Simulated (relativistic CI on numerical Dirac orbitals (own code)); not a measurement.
# Fe2+ in a cubic cluster: L2,3 absorption with charge transfer

Computed with a charge-transfer multiplet model of a cubic metal-ligand cluster with up to 2 ligand holes, Slater and spin-orbit integrals from Dirac-Coulomb-Breit ions, Slater integrals scaled by 0.7. The ground state mixes d6 with configurations of k ligand holes L, whose averages lie at kΔ + k(k − 1)U_dd/2; a core hole lowers each added d electron by U_cd. 20 K, Lorentzian 0.4 eV and Gaussian 0.3 eV FWHM.

Atomic integrals in eV (Slater integrals scaled, ζ unscaled), ground: F2dd 7.632, F4dd 4.739, zeta_d 0.049; with the core hole: F2dd 8.202, F4dd 5.098, zeta_d 0.067, zeta_core 8.135, F2cd 4.777, G1cd 3.552, G3cd 2.018.

Cluster parameters (eV): Δ = 5.6, U_cd = 9.2, 10Dq = 0.2, 10Dq(ligand) = 0.6, V(eg) = 1.4, V(t2g) = -0.75, final-state hopping factor = 1.

```
         Case   n_d    d6   d7L  d8L2     S
U_dd = 5.2 eV  6.09  0.91  0.09  0.00  2.00
U_dd = 5.9 eV  6.09  0.91  0.09  0.00  2.00
U_dd = 6.6 eV  6.09  0.91  0.09  0.00  2.00
U_dd = 7.3 eV  6.09  0.91  0.09  0.00  2.00
U_dd = 9.4 eV  6.09  0.91  0.09  0.00  2.00
```

Weights, n_d and S are thermal averages at 20 K. Photon energies count from the first peak over 30 % of the highest in each spectrum, which can be another peak from case to case. The parameters are a model scan and need not match a compound or its usual spin state. Peaks in eV (height, largest 100):
- U_dd = 5.2 eV: 0.0 (100), 1.7 (22), 3.3 (11), 4.2 (10), 5.1 (8), 12.6 (42), 14.4 (6)
- U_dd = 5.9 eV: 0.0 (100), 1.9 (22), 3.7 (7), 4.6 (6), 12.6 (43), 14.6 (6)
- U_dd = 6.6 eV: 0.0 (100), 0.7 (76), 2.0 (22), 12.6 (42), 14.7 (6)
- U_dd = 7.3 eV: 0.0 (100), 0.7 (76), 2.1 (23), 12.6 (42), 14.8 (6)
- U_dd = 9.4 eV: 0.0 (100), 0.8 (77), 2.1 (24), 3.3 (8), 12.7 (42), 14.9 (6)

For the case U_dd = 7.3 eV, Δ = 5.6 eV is smaller than U_dd = 7.3 eV, the charge-transfer side of the Zaanen-Sawatzky-Allen scheme. With the core hole the configuration with one ligand hole lies at Δ + U_dd − U_cd = 1.6, 2.3, 3.0, 3.7, 5.8 eV from the one without, in the order of the table; where this is negative the screened configuration lies lower, though the effective hopping of about 2.2 eV (from the holes of the mixed ground state) mixes the two strongly wherever it is as large as the gap.
